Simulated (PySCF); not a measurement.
**ZnB: from constants to spectrum**

UHF-CCSD(T) constants of ZnB, ²Π (doublet), unpaired electrons π ↑ (basis Zn jorge-DZP-DKH, B jorge-DZP-DKH; spin-free X2C with a Gaussian nucleus; PySCF 2.14; masses 63.9291 and 11.0093 u):

| Quantity | Value |
| --- | --- |
| ωe | 324.9 cm⁻¹ |
| ωexe | 8.21 cm⁻¹ |
| Be | 0.36717 cm⁻¹ |
| αe | 0.00847 cm⁻¹ |
| D (centrifugal) | 1.88e-06 cm⁻¹ |
| De to Zn + B | 0.353 eV |

Task: Give the vibrational terms G(v) and spacings up to v = 4.

Result: G(v) = ωe(v+½) − ωexe(v+½)².

| v | G(v) (cm⁻¹) | G(v) − G(v−1) | Bv (cm⁻¹) |
| --- | --- | --- | --- |
| 0 | 160 |  | 0.3629 |
| 1 | 469 | 308 | 0.3545 |
| 2 | 761 | 292 | 0.3460 |
| 3 | 1037 | 276 | 0.3375 |
| 4 | 1296 | 259 | 0.3291 |

Task: How well does the Morse estimate ωe²/(4ωexe) reproduce De, and what is D0?

Result: It gives 0.399 eV, 113 % of the computed De. D0 = De − G(0) = 0.353 − 0.020 = 0.333 eV.

Correlated steps freeze 6 core orbitals. The bond is weak. Basis-set superposition, not corrected here, can be much of De in a small basis, most of all at correlated wavefunction levels. The state is the lowest determinant that a PBE0 search found; another state may lie lower at other levels.
